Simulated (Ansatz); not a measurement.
Consider the ligand exchange at the Sn–S bond: `[F][SnH2][SH]` + `N=C=O` → `O=C=[N][SnH2][F]` + H₂S.

Calculated with Ansatz (gas phase, PBE0-D4/def2-TZVP geometries, no zero-point term in ΔE). CCSD(T)/CBS adds triple-zeta CCSD(T) − MP2 to the extrapolated MP2 energy (def2 sets, frozen cores). This one scheme is used for every species. Functionals use def2-TZVPP. def2 core potentials past Kr. For Sn outer-core shells are correlated without core-valence functions, which leaves a few kJ/mol of doubt a bond. One conformer a species, not always the lowest.

Task: Is it downhill or uphill in electronic energy at CCSD(T)/CBS, and by how much? (An estimate is asked.)

Result: The calculation gave: Uphill: ΔE = +13.5 kJ/mol.

Task: What do these levels give: PBE-D4, revPBE-D4, BLYP-D4, ωB97X-V, ωB97M-V, revPBE, PBE0, BHLYP, HF/def2-QZVPP, MP2/def2-QZVPP, SCS-MP2/def2-QZVPP, CCSD/CBS(def2)? (An estimate is asked.)

Result: The calculation gave: PBE-D4 27.3, revPBE-D4 24.4, BLYP-D4 20.7, ωB97X-V 12.7, ωB97M-V 15.9, revPBE 26.9, PBE0 23.0, BHLYP 11.8, HF/def2-QZVPP -0.1, MP2/def2-QZVPP 12.3, SCS-MP2/def2-QZVPP 8.4, CCSD/CBS(def2) 11.7 kJ/mol.

Largest T1 diagnostic among the species: 0.018.

In def2-TZVPP, CCSD(T) changes the Hartree–Fock value by +7.8 kJ/mol (the triples alone add +1.8 kJ/mol) and MP2 by +9.0 kJ/mol. From BLYP to BHLYP (50 % exact exchange), in def2-TZVPP and without D4, ΔE moves by −10.1 kJ/mol. At CCSD(T), def2-SVP lies −6.1 kJ/mol from the extrapolated value and def2-TZVPP −5.2 kJ/mol.
